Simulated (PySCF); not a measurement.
# How methods differ on the ionisation energy of Sn

Sn [Kr] 4d10 5s2 5p2 (3P) → Sn⁺ [Kr] 4d10 5s2 5p1 (2P), as a difference of total energies. All numbers are calculated (PySCF 2.14, scalar relativity by spin-free X2C-1e, in x2c-QZVPPall). Correlated levels: valence: [Kr] 4d10 frozen; valence and next inner shell: [Ar] 3d10 frozen. The calculations carry no spin-orbit coupling.

| method | ionisation energy (eV) | plus first-order spin-orbit estimate | error of that sum (eV) |
| --- | --- | --- | --- |
| UHF | 6.850 | 6.788 | -0.556 |
| LDA | 7.423 | 7.361 | +0.017 |
| PBE | 7.268 | 7.207 | -0.137 |
| PBE0 | 7.313 | 7.252 | -0.092 |
| r2SCAN | 7.409 | 7.347 | +0.003 |
| TPSS | 7.256 | 7.194 | -0.150 |
| wB97X-V | 7.147 | 7.086 | -0.258 |
| HSE06 | 7.315 | 7.254 | -0.090 |
| MP2 (valence) | 7.174 | 7.112 | -0.232 |
| SCS-MP2 (valence) | 7.109 | 7.047 | -0.297 |
| MP2 (valence and next inner shell) | 7.287 | 7.225 | -0.119 |
| SCS-MP2 (valence and next inner shell) | 7.177 | 7.115 | -0.229 |

Reference: 7.344 eV (measured; NIST Atomic Spectra Database, ionization energies).

A first-order spin-orbit estimate (lowest level to lowest level, LS coupling) adds -0.062 eV.

Errors of the correlated levels include the incompleteness of this basis and the frozen core.
